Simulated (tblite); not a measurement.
A tight-binding relaxation on `CP(C)(=[Se])C1CCC1`.

Computed with GFN2-xTB geometry optimisation, gas phase (tblite 0.8.0). Start geometry: from a force field or distance geometry. The input is one job of a driver script: a line of settings, then coordinates in Å.

Command:
```bash
OMP_NUM_THREADS=1 python probes_run.py task.json out
```

Input:
```
{"job": {"kind": "relax", "xc": "GFN2-xTB", "basis": "xTB"}, "charge": 0, "multiplicity": 1}
C      2.045600    -1.614300     0.344400
P      1.136500    -0.019600     0.358600
C      1.771800     1.008400    -0.987100
Se     1.296000     0.691500     2.232000
C     -0.610100    -0.409500     0.185600
C     -1.551400     0.332600     1.124400
C     -2.539900     0.330200    -0.032400
C     -1.313300     0.356000    -0.933000
H      2.512100    -1.820200    -0.633300
H      2.791800    -1.541200     1.157500
H      1.319200    -2.430300     0.632500
H      1.546900     0.532600    -1.980100
H      1.281400     2.003700    -0.981300
H      2.870300     1.164200    -0.907500
H     -0.771000    -1.501000     0.143600
H     -1.212300     1.366100     1.310900
H     -1.863200    -0.237100     2.013700
H     -3.137300    -0.623400    -0.080400
H     -3.196100     1.209700    -0.087300
H     -0.963400     1.407000    -1.002400
H     -1.422700    -0.188400    -1.878900
```

Output:
```
step      E/eV     max force
  0    -684.61565    2.984
  1    -684.89194    1.431
  2    -685.04332    0.915
  3    -685.11747    0.870
  4    -685.18317    0.542
  5    -685.21506    0.401
  6    -685.23769    0.354
  7    -685.25809    0.377
  8    -685.27927    0.393
  9    -685.29819    0.287
... (192 lines left out)
202    -685.57504    0.022
203    -685.57512    0.018
204    -685.57520    0.017
205    -685.57527    0.016
206    -685.57532    0.015
207    -685.57536    0.012
208    -685.57540    0.014
209    -685.57544    0.017
210    -685.57548    0.013
211    -685.57550    0.009
```

«max force» is the largest atomic force in eV/Å.

**Question.** From which step on does the largest force stay under 0.1 eV/Å, and how much energy is left to gain from there?

**Answer.** From step 176 (0.080 eV/Å), 6.9 meV above the end.

Summary of the converged run: energy lowered by 22.1 kcal/mol over 211 steps; largest atomic force 0.009 eV/Å at the end.
Labels such as C1 count atoms from 1, the log's own numbers from 0.
